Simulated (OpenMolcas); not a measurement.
# neutral rhenium: effect of the active space

```
Program             : OpenMolcas 26.06
Method              : CASSCF
Basis               : ANO-R2
Scalar Hamiltonian  : X2C, finite nucleus
Spin-orbit coupling : RASSI with atomic mean-field integrals over the reference wave functions, term energies averaged over their components
```

A. 5 electrons in 5 orbitals (5d); 2S+1 = 6 even, 1 root; 2S+1 = 4 even, 24 roots; 2S+1 = 2 even, 75 roots (67 in the spin-orbit step); cost roughly 20 core-seconds
B. 7 electrons in 6 orbitals (5d 6s); 2S+1 = 6 even, 6 roots; 2S+1 = 4 even, 59 roots kept (CI in the orbitals of an earlier block); 2S+1 = 2 even, 53 roots kept (CI in the orbitals of an earlier block); cost roughly 40 core-seconds

Energies in cm⁻¹ above 5d⁵ 6s² ⁶S_5/2, the measured ground level; measured values from NIST Handbook of Basic Atomic Spectroscopic Data.

```json
{"Level": "5d⁵ 6s² ⁶S_5/2", "A": "0.0", "B": "0.0", "Measured": "0.0"}
{"Level": "5d⁵ 6s² ⁴G_11/2", "A": "21589", "B": "18748", "Measured": "16307"}
{"Level": "5d⁵ 6s² ⁴G_9/2", "A": "22059", "B": "19082", "Measured": "16619"}
{"Level": "5d⁵ 6s² ⁴P_1/2 [60 %]", "A": "24528", "B": "18851", "Measured": ""}
{"Level": "5d⁵ 6s² ⁴D_7/2 [54 %]", "A": "26625", "B": "19384", "Measured": ""}
{"Level": "5d⁵ 6s² ⁴D_5/2 [50 %]", "A": "28718", "B": "22409", "Measured": ""}
{"Level": "5d⁵ 6s² ⁴D_1/2 [74 %]", "A": "29190", "B": "22469", "Measured": ""}
{"Level": "5d⁵ 6s² ⁴D_3/2 [50 %]", "A": "30048", "B": "23306", "Measured": ""}
{"Level": "5d⁵ 6s² ²I_11/2 [51 %]", "A": "30274", "B": "28530", "Measured": ""}
```

Deviations, from unrounded energies. A percentage is the sum of absolute deviations over the sum of measured energies, with the sign that they share, or ± where signs differ.

```csv
Against measurement,Levels,A,B
mean absolute deviation (cm-1),2,5400,2500
other terms of the ground configuration (%),2,+32.6,+14.9
```

B lies closest to measurement on these levels. The largest miss of B in the table is 5d⁵ 6s² ⁴G_9/2, by +2500 cm-1. The ranking rests on the paired levels alone, and a cruder setting can come out closer through cancelling errors.

The spin-orbit steps hold different terms of 5d⁵ 6s² (B lacks a ²D, a ²G, ²S), which shifts levels as well.

Between A and B the level of the table that moves most is 5d⁵ 6s² ⁴D_7/2 [54 %], by 7200 cm-1 (lowest in B, highest in A).

Without dynamic correlation excited terms often stand tens of per cent too high (terms of higher spin than the ground term too low), and those without a measured partner can miss by more than the paired ones. Some high roots are left out of the spin-orbit mixing, which shifts the levels that they would mix with (holds for A). With the s shell closed, the reference lacks s² → p², s² → d² and s → d mixing, so excited terms can stand far too high and out of order, with CASPT2 too (holds for A). Terms from blocks run as CI alone lack orbitals of their own (holds for B). Configurations are named by rounded mean occupations; where the s occupation lies near a half they are strongly mixed, a name can repeat and a true partner stay unpaired (holds for B). Computed and measured levels are paired by configuration, term and J; levels that our copy of the source lacks, or whose pairing is in doubt (as where it misses far off the trend of its configuration), stay unpaired and out of the deviations. Levels of configurations outside the active space are missing. The table leaves out levels that lie high or whose names do not pair safely across all columns.

A share in square brackets marks a mixed level and gives the weight of the term that names it, the lowest over the columns.
